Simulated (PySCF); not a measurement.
C₂H₇BO₃, SMILES OCB(O)CO.

The structure is a stationary point at B3LYP-D3(BJ)/def2-SVP. This is a generated structure with no PubChem entry under its InChIKey; it may be hypothetical. Other conformers were not sampled.

Calculation: B3LYP-D3(BJ)/def2-SVP (PySCF).

Frequencies are harmonic and unscaled.

```
mode  ν (cm⁻¹)  IR (km/mol)  Raman (Å⁴/amu)  depolarisation  moving atoms (share of kinetic energy)
----  --------  -----------  --------------  --------------  --------------------------------------
1           58         21.9             0.1            0.75                  H 39 %, O 36 %, C 25 %
2           69          1.8             0.2            0.70                  H 44 %, O 30 %, C 26 %
3          151          4.1             0.1            0.68                  O 70 %, H 13 %, C 10 %
4          178         50.7             1.9            0.74                           H 85 %, B 9 %
5          248          5.3             0.1            0.37                          O 77 %, H 15 %
6          294        143.3             1.8            0.74                          H 81 %, O 11 %
7          353         26.6             0.7            0.75                          H 62 %, B 30 %
8          427          9.9             3.7            0.35                  O 58 %, C 20 %, H 17 %
9          527         16.0             3.3            0.45           C 42 %, O 26 %, H 22 %, B 9 %
10         551         64.9             1.3            0.65                   H 76 %, O 12 %, C 9 %
11         708         38.0             1.5            0.63                          H 70 %, C 24 %
12         732          7.6             2.8            0.09                  C 47 %, O 27 %, H 23 %
13         922         14.2             0.6            0.75                  B 36 %, H 36 %, C 26 %
14         949         53.3             2.2            0.65           H 62 %, B 17 %, C 11 %, O 9 %
15        1083        201.5             3.6            0.74                  O 41 %, C 36 %, H 21 %
16        1100        115.1             3.5            0.75                  O 42 %, C 39 %, H 17 %
17        1169          1.3             2.6            0.74                                  H 82 %
18        1175         21.1             4.1            0.65                          H 73 %, B 15 %
19        1239          5.4             9.4            0.75                                  H 90 %
20        1276         93.7             3.7            0.46          H 62 %, B 15 %, C 14 %, O 10 %
21        1316        104.9             3.7            0.75                  H 52 %, C 21 %, B 21 %
22        1368         52.9             5.6            0.74                    H 75 %, O 9 %, C 8 %
23        1405         53.7             6.0            0.74                  H 61 %, C 24 %, B 11 %
24        1418         44.4             8.3            0.46          H 38 %, B 37 %, C 14 %, O 11 %
25        1440          7.8            14.8            0.72                                  H 88 %
26        1459         31.8            11.4            0.48                           H 81 %, B 9 %
27        2914         64.7           127.9            0.19                                  H 93 %
28        2918         63.4           144.6            0.19                                  H 93 %
29        2984         26.3           104.0            0.32                                  H 93 %
30        3023         19.6            99.9            0.34                                  H 92 %
31        3804         44.6            48.1            0.18                                  H 94 %
32        3823         26.7            49.5            0.24                                  H 94 %
33        3831         61.8           129.7            0.27                                  H 94 %
```
